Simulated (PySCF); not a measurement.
TiCl₃, SMILES [Cl][Ti+]([Cl])[Cl], charge +1, multiplicity 1. Atoms are numbered in the order given.

```xyz
4

Ti     0.0000     0.0000     0.4818
Cl     1.7134     0.9892    -0.2078
Cl     0.0000    -1.9785    -0.2078
Cl    -1.7134     0.9892    -0.2078
```
Charge +1, spin multiplicity 1.

Geometry: PBE0-D3(BJ)/def2-SVP. The multiplicity is an assumed one; other spin states were not compared. The isomer is the one that the SMILES or the coordinates give; other isomers of the formula were not compared.

Two levels are set side by side: PBE/pcSseg-1 (PySCF) and PBE0/pcSseg-1 (PySCF). GIAO shifts against HCl (³⁵Cl) at the same level; non-relativistic, no solvent, atoms listed together averaged. Without spin–orbit terms, shifts of atoms bonded to Cl or Br come out too high at both levels. Differences are taken from unrounded values.

| quantity | PBE0 | PBE | PBE minus PBE0 |
|---|---|---|---|
| δ(³⁵Cl) of Cl2, Cl3, Cl4 (ppm) | 1515.0 | 1456.5 | -58.5 |

Rough cost on one machine, each run with all the roots and properties that it gave: PBE0 against PBE within a factor of 2.
